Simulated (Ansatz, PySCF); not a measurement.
## BiCl5 in two programs

BiCl5 (singlet), relaxed with PySCF 2.14.0, RKS PBE, Bi def2-SVP with ECP60, Cl def2-SVP; non-relativistic Hamiltonian with scalar-relativistic core potentials where named; density fitting; no spin-orbit coupling:

```xyz
6

Bi    0.0000    0.0000   -0.0427
Cl    0.0000    0.0000    2.4108
Cl    2.4424    0.0000   -0.5665
Cl    0.0000    2.4424   -0.5665
Cl   -2.4424    0.0000   -0.5665
Cl    0.0000   -2.4424   -0.5665
```

There the HOMO–LUMO gap is 0.72 eV. The gap is small, and the closed shell wasn't tested for a lower spin-broken solution.

The same geometry by Ansatz 0.2.0 (PBE, PAW, a periodic box with 9 Å of vacuum):

```csv
spin-orbit coupling,gap (eV),largest force component (eV/Å)
without,0.81,0.40
```

Problem. What does the run with spin-orbit coupling give?

Solution. gap (eV): 0.85, largest force component (eV/Å): 0.41. It took 33 s on 2 threads of Arm Neoverse V1, on a shared host, peak memory 2.8 GiB.

The spin-orbit runs use fully relativistic datasets of their own, so changes of a few hundredths of an eV needn't come from the coupling.

A frequency check found unstable modes (1, the lowest at -33 cm⁻¹), so the relaxed geometry is a saddle point, or these are noise.
